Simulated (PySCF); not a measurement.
Compound: C2H11GeNSi.
Bonds: C1–N2, N2–C3, N2–Ge4, Ge4–Si5. Hydrogens: H6, H7, H8 on C1; H9, H10, H11 on C3; H12, H13 on Ge4; H14, H15, H16 on Si5.

Torsions of this conformer, `[CH3:1][N:2]([CH3:3])[GeH2:4][SiH3:5]`: C1–N2–Ge4–Si5 71°.

The closed-shell ground state was solved at several levels (PySCF, density fitting, gas phase). Isolated species at its PBE0-D3(BJ)/def2-SVP geometry (one conformer only). The calculation is non-relativistic and has no spin–orbit coupling, an omission that weighs most on germanium.

```tsv
level	basis functions	total energy (Eh)	HOMO (eV)	LUMO (eV)	gap (eV)	dipole (D)
HF/def2-SVPD	210	-2500.4287	-9.13	2.40	11.53	0.41
PBE0/def2-TZVP	244	-2503.5692	-6.08	0.04	6.12	0.41
wB97X-D/def2-SVPD	210	-2503.6401	-7.89	1.69	9.58	0.41
PBE/def2-SVPD	210	-2502.9606	-4.86	-0.79	4.07	0.45
BHandHLYP/def2-SVPD	210	-2503.5085	-7.27	0.76	8.03	0.38
PBE0/aug-cc-pVDZ	231	-2503.4910	-6.06	-0.24	5.82	0.39
PBE0/def2-SVPD	210	-2503.0718	-6.09	0.01	6.10	0.40
PBE0/def2-SVP	147	-2503.0596	-6.00	0.24	6.24	0.47
CAM-B3LYP/def2-SVPD	210	-2503.6656	-7.39	0.89	8.28	0.39
PBE0/6-31G*	114	-2503.2004	-5.89	0.35	6.24	0.43
```

Problem. Estimate the row for B3LYP/def2-SVPD, a basis of 210 functions; the other rows only guide the guess.

Solution. Total energy -2503.6938 Eh, HOMO -5.89 eV, LUMO -0.20 eV, gap 5.69 eV, dipole 0.40 D.

Problem. Over all these levels, which gives the widest orbital gap and which the narrowest?

Solution. HF/def2-SVPD (Hartree–Fock, all exact exchange) has the widest, 11.53 eV, and PBE/def2-SVPD (GGA) the narrowest, 4.07 eV. The two share the basis. From the narrowest to the widest the HOMO moves by -4.27 eV and the LUMO by +3.19 eV.

Problem. How much does the basis alone move the frontier levels among the 5 PBE0 rows?

Solution. The HOMO by 0.20 eV and the LUMO by 0.59 eV. By rising basis size (HOMO, LUMO in eV): 6-31G* -5.89, 0.35; def2-SVP -6.00, 0.24; def2-SVPD -6.09, 0.01; aug-cc-pVDZ -6.06, -0.24; def2-TZVP -6.08, 0.04.

Problem. In the def2-SVPD basis, how does the gap go with the fixed share of exact exchange?

Solution. PBE (0 %) 4.07 eV; B3LYP (20 %) 5.69 eV; PBE0 (25 %) 6.10 eV; BHandHLYP (50 %) 8.03 eV; HF (100 %) 11.53 eV. Each rise in the share widens the gap here.

Problem. How far do the dipole and the HOMO energy spread over the levels?

Solution. The dipole runs from 0.38 to 0.47 D (mean 0.41 D) and the HOMO from -9.13 to -4.86 eV.

The pairwise dispersion term of wB97X-D wasn't added to the energies; at a given geometry it leaves orbitals and properties as they are.
